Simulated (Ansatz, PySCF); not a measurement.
System: sum formula HSiOF3 (charge 0, singlet). 
Coordinates optimised at B3LYP-D3(BJ)/def2-TZVP (Ansatz, a quantum-chemistry and plane-wave program):
```
Si
F 1 1.5705
F 1 1.5778 2 108.73
F 1 1.5778 2 108.77 3 115.93
O 1 1.6083 2 107.63 3 -122.04
H 5 0.9599 1 121.09 2 -179.33
```

Dipole moments at this geometry, in debye (magnitudes).

| level | program | dipole (D) |
|---|---|---|
| B3LYP/def2-TZVPD | Ansatz | 2.14 |
| BHLYP/def2-TZVPD | Ansatz | 2.20 |
| TPSSh/def2-TZVPD | PySCF | … |
| r2SCANh/def2-TZVPD | Ansatz | 2.14 |
| r2SCAN0/def2-TZVPD | Ansatz | 2.17 |
| M06-2X/def2-TZVPD | PySCF | 2.17 |
| HSE06/def2-TZVPD | Ansatz | 2.14 |
| CAM-B3LYP/def2-TZVPD | PySCF | 2.17 |
| CCSD(T)/aug-cc-pV(D+d)Z | Ansatz | … |

Problem. What belongs in the gaps?

Solution. 
- TPSSh/def2-TZVPD, dipole (D): 2.11
- CCSD(T)/aug-cc-pV(D+d)Z, dipole (D): 2.15
